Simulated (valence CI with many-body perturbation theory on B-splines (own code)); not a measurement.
**E1 transitions of I⁴⁰⁺**

Computed by configuration interaction combined with many-body perturbation theory (CI+MBPT): three valence electrons over a frozen Dirac-Fock core [Ne], a basis of 11 s, 11 p, 10 d, 8 f, 5 g, 2 h functions for each j, with the one-electron correlation potential Σ1, the two-electron term Σ2, the three-electron term Σ3, Breit, model QED; selected CI, second order for the rest, scaled by the run's own slope (own B-spline code, finite nucleus).

The last digits are not significant, and no measured levels were compared; by estimate large intervals hold to a few tenths of a per cent, small ones and those within an open d or f shell to about a per cent.

Lines 51 to 100 of 581 in falling wavelength, among levels below 1433.0 eV, chosen from the strongest by gf and those to the six lowest levels. Wavelengths and rates use the calculated energies. Electric multipoles are in the length gauge, E1 and E2 with the static RPA response of the core. Weak lines are less certain than strong ones. Lines between different terms over intervals too small for the method are left out, as are lines whose strength nearly cancels. Where a level lies close to another of its J and parity, the split of strength between their lines is uncertain. The highest levels of a list are the least certain.

Levels are named by their leading jj configuration (3d3/2^4 stands for four electrons in 3d with j = 3/2), which in mixed levels can hold well under half, so a name can repeat and another be missing. Letters in brackets count levels of one name in rising energy.

| λ vac (nm) | Upper | Lower | A (s⁻¹) | S (a.u.) with core polarisation | S without |
| --- | --- | --- | --- | --- | --- |
| 10.29 | (3p1/2 3p3/2 3d3/2) J=5/2 [a] | (3p1/2 3p3/2^2) J=5/2 | 1.06e+10 | 3.42e-02 | 3.49e-02 |
| 10.26 | (3p1/2 3p3/2 3d5/2) J=9/2 | (3s 3p3/2 3d5/2) J=9/2 | 2.20e+10 | 1.18e-01 | 1.20e-01 |
| 10.18 | (3s 3p1/2 3d3/2) J=5/2 | (3s 3p1/2 3p3/2) J=3/2 [b] | 7.85e+08 | 2.46e-03 | 2.51e-03 |
| 10.01 | (3p1/2^2 3d3/2) J=3/2 | (3s 3p1/2 3d3/2) J=3/2 [a] | 1.72e+10 | 3.42e-02 | 3.49e-02 |
| 9.792 | (3p1/2^2 3p3/2) J=3/2 | (3s 3p1/2 3p3/2) J=3/2 [a] | 1.01e+10 | 1.88e-02 | 1.92e-02 |
| 9.611 | (3d3/2 3d5/2^2) J=7/2 [a] | (3p3/2 3d3/2 3d5/2) J=5/2 [d] | 9.14e+09 | 3.20e-02 | 3.26e-02 |
| 9.562 | (3s 3p1/2 3d3/2) J=3/2 [a] | (3s 3p1/2 3p3/2) J=5/2 | 6.69e+09 | 1.16e-02 | 1.18e-02 |
| 9.415 | (3p3/2^2 3d5/2) J=7/2 | (3s 3p3/2 3d5/2) J=5/2 [b] | 2.03e+10 | 6.70e-02 | 6.83e-02 |
| 9.275 | (3d3/2 3d5/2^2) J=7/2 [b] | (3p3/2 3d5/2^2) J=5/2 [b] | 2.15e+10 | 6.77e-02 | 6.89e-02 |
| 9.171 | (3d3/2^2 3d5/2) J=9/2 | (3p3/2 3d3/2 3d5/2) J=7/2 [c] | 9.35e+09 | 3.56e-02 | 3.63e-02 |
| 9.061 | (3s 3p1/2 3d3/2) J=5/2 | (3s 3p1/2 3p3/2) J=5/2 | 3.80e+09 | 8.36e-03 | 8.52e-03 |
| 9.037 | (3d3/2 3d5/2^2) J=7/2 [a] | (3p3/2 3d3/2 3d5/2) J=5/2 [c] | 2.75e+10 | 8.03e-02 | 8.18e-02 |
| 9.017 | (3d5/2^3) J=9/2 | (3p3/2 3d5/2^2) J=7/2 [b] | 9.82e+10 | 3.55e-01 | 3.62e-01 |
| 8.872 | (3s 3p1/2 3d3/2) J=3/2 [b] | (3s 3p1/2 3p3/2) J=3/2 [b] | 5.90e+09 | 8.13e-03 | 8.29e-03 |
| 8.833 | (3s 3p1/2 3d5/2) J=5/2 [a] | (3s 3p1/2 3p3/2) J=3/2 [b] | 4.20e+08 | 8.58e-04 | 8.71e-04 |
| 8.825 | (3s 3p1/2 3d3/2) J=3/2 [a] | (3s 3p1/2 3p3/2) J=3/2 [a] | 8.66e+07 | 1.17e-04 | 1.19e-04 |
| 8.824 | (3d3/2 3d5/2^2) J=9/2 | (3p3/2 3d5/2^2) J=7/2 [a] | 2.67e+10 | 9.04e-02 | 9.21e-02 |
| 8.773 | (3d5/2^3) J=3/2 | (3p3/2 3d5/2^2) J=5/2 [b] | 2.24e+10 | 2.98e-02 | 3.04e-02 |
| 8.770 | (3d3/2^3) J=3/2 | (3p3/2 3d3/2^2) J=1/2 | 2.02e+10 | 2.68e-02 | 2.74e-02 |
| 8.744 | (3d3/2 3d5/2^2) J=3/2 [b] | (3p3/2 3d5/2^2) J=3/2 [b] | 4.98e+10 | 6.57e-02 | 6.70e-02 |
| 8.722 | (3p3/2 3d5/2^2) J=7/2 [a] | (3p3/2^2 3d5/2) J=5/2 [a] | 2.27e+10 | 5.94e-02 | 6.05e-02 |
| 8.714 | (3d3/2 3d5/2^2) J=11/2 | (3p3/2 3d3/2 3d5/2) J=9/2 [b] | 1.14e+11 | 4.45e-01 | 4.54e-01 |
| 8.686 | (3d3/2 3d5/2^2) J=5/2 [a] | (3p3/2 3d3/2 3d5/2) J=3/2 [d] | 1.68e+10 | 3.27e-02 | 3.33e-02 |
| 8.648 | (3d5/2^3) J=3/2 | (3p3/2 3d5/2^2) J=3/2 [a] | 3.99e+10 | 5.10e-02 | 5.19e-02 |
| 8.618 | (3d3/2^2 3d5/2) J=9/2 | (3p3/2 3d3/2 3d5/2) J=7/2 [b] | 9.69e+09 | 3.06e-02 | 3.12e-02 |
| 8.613 | (3p1/2 3d3/2 3d5/2) J=9/2 | (3p1/2 3p3/2 3d5/2) J=9/2 | 2.36e+10 | 7.46e-02 | 7.60e-02 |
| 8.552 | (3d3/2 3d5/2^2) J=5/2 [b] | (3p3/2 3d3/2 3d5/2) J=3/2 [d] | 7.51e+10 | 1.39e-01 | 1.42e-01 |
| 8.523 | (3d5/2^3) J=5/2 | (3p3/2 3d5/2^2) J=3/2 [b] | 8.66e+10 | 1.59e-01 | 1.62e-01 |
| 8.498 | (3s 3d3/2 3d5/2) J=7/2 [b] | (3s 3p3/2 3d5/2) J=7/2 [a] | 1.14e+10 | 2.77e-02 | 2.82e-02 |
| 8.477 | (3d3/2 3d5/2^2) J=7/2 [b] | (3p3/2 3d3/2 3d5/2) J=5/2 [d] | 3.34e+10 | 8.04e-02 | 8.19e-02 |
| 8.430 | (3d3/2 3d5/2^2) J=7/2 [a] | (3p3/2 3d3/2 3d5/2) J=7/2 [c] | 1.50e+10 | 3.56e-02 | 3.62e-02 |
| 8.415 | (3p1/2 3d5/2^2) J=7/2 | (3p1/2 3p3/2 3d5/2) J=5/2 [b] | 1.03e+11 | 2.43e-01 | 2.48e-01 |
| 8.397 | (3s 3p1/2 3d3/2) J=5/2 | (3s 3p1/2 3p3/2) J=3/2 [a] | 5.35e+08 | 9.37e-04 | 9.54e-04 |
| 8.390 | (3p1/2 3d5/2^2) J=3/2 | (3p1/2 3p3/2 3d5/2) J=1/2 | 2.94e+10 | 3.42e-02 | 3.49e-02 |
| 8.367 | (3d3/2 3d5/2^2) J=9/2 | (3p3/2 3d3/2 3d5/2) J=7/2 [c] | 6.40e+10 | 1.85e-01 | 1.89e-01 |
| 8.352 | (3s 3d5/2^2) J=3/2 | (3s 3p3/2 3d5/2) J=1/2 | 3.32e+10 | 3.82e-02 | 3.90e-02 |
| 8.317 | (3p3/2 3d5/2^2) J=5/2 [b] | (3p3/2^2 3d5/2) J=3/2 | 7.65e+10 | 1.30e-01 | 1.33e-01 |
| 8.302 | (3d3/2 3d5/2^2) J=3/2 [a] | (3p3/2 3d3/2 3d5/2) J=3/2 [c] | 2.64e+10 | 2.98e-02 | 3.03e-02 |
| 8.289 | (3p3/2 3d5/2^2) J=7/2 [b] | (3p3/2^2 3d5/2) J=5/2 [b] | 2.00e+11 | 4.49e-01 | 4.57e-01 |
| 8.236 | (3d3/2 3d5/2^2) J=5/2 [a] | (3p3/2 3d3/2 3d5/2) J=5/2 [c] | 5.77e+10 | 9.54e-02 | 9.72e-02 |
| 8.211 | (3p3/2 3d3/2 3d5/2) J=7/2 [c] | (3p3/2^2 3d5/2) J=9/2 | 1.91e+10 | 4.18e-02 | 4.26e-02 |
| 8.209 | (3p3/2 3d3/2 3d5/2) J=5/2 [b] | (3p3/2^2 3d3/2) J=3/2 [a] | 4.28e+10 | 7.00e-02 | 7.14e-02 |
| 8.191 | (3s^2 3d3/2) J=3/2 | (3s^2 3p3/2) J=3/2 | 3.13e+08 | 3.40e-04 | 3.50e-04 |
| 8.185 | (3p3/2 3d5/2^2) J=9/2 | (3p3/2^2 3d3/2) J=7/2 | 9.62e+10 | 2.60e-01 | 2.65e-01 |
| 8.178 | (3p3/2 3d5/2^2) J=11/2 | (3p3/2^2 3d5/2) J=9/2 | 1.22e+11 | 3.94e-01 | 4.02e-01 |
| 8.165 | (3d3/2 3d5/2^2) J=7/2 [b] | (3p3/2 3d3/2 3d5/2) J=9/2 [b] | 1.63e+10 | 3.51e-02 | 3.58e-02 |
| 8.151 | (3p3/2 3d3/2 3d5/2) J=9/2 [b] | (3s 3d5/2^2) J=7/2 | 1.61e+11 | 4.31e-01 | 4.39e-01 |
| 8.134 | (3p1/2 3d5/2^2) J=9/2 | (3p1/2 3p3/2 3d5/2) J=7/2 [b] | 5.68e+10 | 1.51e-01 | 1.54e-01 |
| 8.106 | (3s 3p1/2 3d5/2) J=5/2 [b] | (3s 3p1/2 3p3/2) J=3/2 [b] | 1.23e+10 | 1.94e-02 | 1.97e-02 |
| 8.105 | (3s 3p1/2 3d5/2) J=3/2 | (3s 3p1/2 3p3/2) J=3/2 [b] | 3.17e+09 | 3.33e-03 | 3.39e-03 |
